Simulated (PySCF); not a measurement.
C2H8F2Si2, SMILES C([SiH3])(C(F)F)[SiH3].

Coordinates come from a B3LYP-D3(BJ)/def2-SVP optimisation. This is a generated structure with no PubChem entry under its InChIKey; it may be hypothetical. The values are those of a single conformer.

Two levels are set side by side: TDDFT-PBE/def2-SVPD (PySCF) and TDDFT-M06-2X/def2-SVPD (PySCF). Vertical, same geometry. The lowest singlet is HOMO→LUMO 98 % with PBE and HOMO→LUMO 75 %, HOMO→LUMO+1 18 % with the other functional; states are paired by order. Differences are taken from unrounded values.

```
quantity                               TDDFT-M06-2X
-------------------------------------  ------------
lowest singlet excitation (eV)                 8.01
lowest triplet excitation (TDA) (eV)           7.67
first bright state (f over 0.05) (eV)          8.54
its oscillator strength                        0.07
```

Problem. What does TDDFT-PBE give, and how far is it from TDDFT-M06-2X? (Estimate from the structure and the level; the computed values follow.)

Solution. 
| quantity | TDDFT-PBE | TDDFT-PBE minus TDDFT-M06-2X |
|---|---|---|
| lowest singlet excitation (eV) | 7.19 | -0.82 |
| lowest triplet excitation (TDA) (eV) | 6.90 | -0.77 |
| first bright state (f over 0.05) (eV) | 7.77 | -0.77 |
| its oscillator strength | 0.13 | 0.05 |

Functionals without exact exchange tend to place singlet excitations lower, as here. Differences between two approximate levels are no errors against the true value.

Rough cost on one machine, each run with all the roots and properties that it gave: TDDFT-M06-2X against TDDFT-PBE about 20 times.
